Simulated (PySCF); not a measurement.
r2SCAN on Bi⁻ (bismuth, charge -1), [Xe] 4f14 5d10 6s2 6p4, high-spin 3P determinant. All numbers are calculated (PySCF 2.14, a scalar-relativistic core potential, in aug-cc-pwCVTZ-PP with ECP60MDF (8s7p6d4f1g, 96 functions)).

```
cycle= 1 E= -214.747820626554  delta_E= -0.0105  |g|= 0.0243  |ddm|= 0.374
cycle= 2 E= -214.747903806861  delta_E= -8.32e-05  |g|= 0.0286  |ddm|= 0.116
cycle= 3 E= -214.748330774478  delta_E= -0.000427  |g|= 0.00349  |ddm|= 0.0523
cycle= 4 E= -214.748344938267  delta_E= -1.42e-05  |g|= 0.0011  |ddm|= 0.0121
cycle= 5 E= -214.748350403257  delta_E= -5.46e-06  |g|= 0.000325  |ddm|= 0.0115
cycle= 6 E= -214.748350851868  delta_E= -4.49e-07  |g|= 0.000135  |ddm|= 0.00329
cycle= 7 E= -214.748350905224  delta_E= -5.34e-08  |g|= 1.14e-05  |ddm|= 0.00135
cycle= 8 E= -214.748350906013  delta_E= -7.89e-10  |g|= 1.29e-06  |ddm|= 0.000204
converged SCF energy = -214.748350906013  <S^2> = 2.0137511  2S+1 = 3.0091534
```

Highest occupied orbital energy: 1.334 eV; ⟨L²⟩ = 2.04; populations by l: s 4.00, p 10.00, d 10.00, f 0.00.

Question: Can this result be used?

Answer: With care. Self-consistency was reached. Energies and moments cover only the electrons outside the core potential. Spin-orbit coupling is strong in this species (close to jj coupling), so the high-spin LS determinant is a model state, not a physical level. At r2SCAN the highest occupied level has a positive energy, so only the finite basis holds that electron; in a semilocal or global hybrid functional this comes from self-interaction and does not mean that the real anion is unbound.
